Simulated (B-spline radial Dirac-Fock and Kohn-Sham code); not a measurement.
## Binding energies of B²⁺

System: the B²⁺ ion, configuration 1s2 2s1, inside a Watson sphere of charge -2 and radius 2.4 Å (a model of the Madelung potential; inside it an electron's potential energy is raised by 12.0 eV); nuclear rms radius 2.406 fm (A = 11).

Calculated with a B-spline atomic structure program, using ΔSCF Dirac-Fock with Breit, self-energy and vacuum polarisation, finite nucleus, configuration average. No correlation. Energies are counted from the vacuum level. Subshells whose hole state is unreliable or did not converge are left out.

All terms are in eV, carry their sign (relaxation lowers the binding energy) and add up to the binding energy; ⟨r⟩ is the mean radius of the orbital in the initial state.

| subshell | −ε (Koopmans) | relaxation | Gaunt | retardation | self-energy | vacuum polarisation | binding energy | ⟨r⟩ (bohr) |
| --- | --- | --- | --- | --- | --- | --- | --- | --- |
| L1 (2s) | 25.83 | 0.00 | 0.00 | 0.00 | 0.00 | 0.00 | 25.83 | 1.636 |
